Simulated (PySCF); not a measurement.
EPR parameters of C6H6FO

C6H6FO (doublet state).
Geometry (GFN2-xTB, Å), atoms numbered from 1 in this order:
```
atom  x, y, z in Å
O1     2.4569    0.7406   -0.3957
C2     1.1592    0.4052   -0.1786
C3     0.7749   -0.8693    0.1139
C4    -0.6461   -1.2226    0.3578
F5    -1.0240   -2.2895   -0.4858
C6    -1.5887   -0.0859    0.1874
C7    -1.1471    1.1664   -0.0976
C8     0.2121    1.4464   -0.2728
H9     3.0161   -0.0438   -0.3395
H10    1.4908   -1.6774    0.1568
H11   -0.7643   -1.6660    1.3673
H12   -2.6380   -0.3127    0.2831
H13   -1.8593    1.9710   -0.2053
H14    0.5569    2.4372   -0.5132
```

The hyperfine couplings belong to this conformer and change with its torsions.

Identity: `OC1=C[C@H](F)[CH]C=C1` [radical].

Theory: UKS B3LYP, pcH-1 on C F H O, non-relativistic, mean-field spin-orbit, GIAO (PySCF). Geometry: GFN2-xTB, one conformer, isolated molecule. A GFN2-xTB geometry isn't a minimum of the functional, and hyperfine couplings can be far from their values at a DFT geometry. Stability of the SCF solution: not tested. ⟨S²⟩ is 0.784 where a pure state has 0.75.

| Property | Result |
| --- | --- |
| g1, g2, g3 | 2.00113, 2.00219, 2.00282 |
| g_iso | 2.00205 |
| Form of g | rhombic: the two nearest values differ by 37 % of g3 − g1 |
| ⟨S²⟩ | 0.7835 (exact 0.7500) |
| α and β electrons | 30, 29 |
| HOMO–LUMO gap, α and β orbitals | 5.33, 3.46 eV |
| Basis functions | 260 |

Hyperfine couplings atom by atom, in MHz; T1 to T3 are the principal values of the dipolar part; ρ(0) is the spin density at the nucleus:

| atom | isotope | a_iso | T1 | T2 | T3 | Mulliken spin population | ρ(0) (bohr⁻³) |
| --- | --- | --- | --- | --- | --- | --- | --- |
| O1 | 17O | 3.7 | -4.8 | -3.6 | 8.3 | -0.01 | -0.0061 |
| C2 | 13C | -35.5 | -21.0 | 9.4 | 11.6 | -0.17 | -0.0316 |
| C3 | 13C | 32.9 | -29.8 | -27.7 | 57.4 | 0.38 | 0.0293 |
| C4 | 13C | -19.0 | -3.2 | -0.3 | 3.5 | -0.04 | -0.0169 |
| F5 | 19F | 306.0 | -85.9 | -79.5 | 165.4 | 0.04 | 0.0727 |
| C6 | 13C | 40.0 | -36.0 | -33.9 | 70.0 | 0.46 | 0.0355 |
| C7 | 13C | -36.9 | -24.8 | 10.5 | 14.2 | -0.22 | -0.0328 |
| C8 | 13C | 48.3 | -45.1 | -42.8 | 87.9 | 0.57 | 0.0429 |
| H9 | 1H | 0.0 | -3.0 | -1.2 | 4.1 | 0.00 | 0.0000 |
| H10 | 1H | -23.1 | -14.2 | -1.3 | 15.5 | -0.02 | -0.0052 |
| H11 | 1H | 122.4 | -2.2 | -1.2 | 3.4 | 0.05 | 0.0274 |
| H12 | 1H | -28.9 | -17.0 | -1.4 | 18.4 | -0.02 | -0.0065 |
| H13 | 1H | 10.2 | -4.1 | -1.1 | 5.2 | 0.01 | 0.0023 |
| H14 | 1H | -36.7 | -21.9 | -0.4 | 22.3 | -0.03 | -0.0082 |

The largest Mulliken spin populations are on C8 (+0.57), C6 (+0.46), C3 (+0.38) and C7 (-0.22). Three atoms exceed +0.15. The positive populations add up to 1.50 and the negative ones to -0.50, together 2S = 1. The angles at C8 add up to 360.0°, so it is planar.

The SMILES `OC1=C[C@H](F)[CH]C=C1` draws the unpaired electron on C6, whose computed spin population is only +0.46.

Under fast tumbling the dipolar parts average out, and these isotropic splittings remain: 1 × 19F (F5, I = 1/2, 2 lines) with 10.92 mT, 1 × 1H (H11, I = 1/2, 2 lines) with 4.37 mT, 1 × 1H (H14, I = 1/2, 2 lines) with 1.31 mT, 1 × 1H (H12, I = 1/2, 2 lines) with 1.03 mT, 1 × 1H (H10, I = 1/2, 2 lines) with 0.83 mT and 1 × 1H (H13, I = 1/2, 2 lines) with 0.37 mT.

The 13C coupling of C8 (48.3 MHz) shows only in satellite lines or after enrichment, since that isotope makes up about 1.07 % of natural carbon.

The spin density at the nucleus, in bohr⁻³, is negative for C7 (-0.0328), C2 (-0.0316) and C4 (-0.0169), for instance. A restricted open-shell determinant has no negative spin density anywhere; here it arises because α and β orbitals differ (spin polarisation).
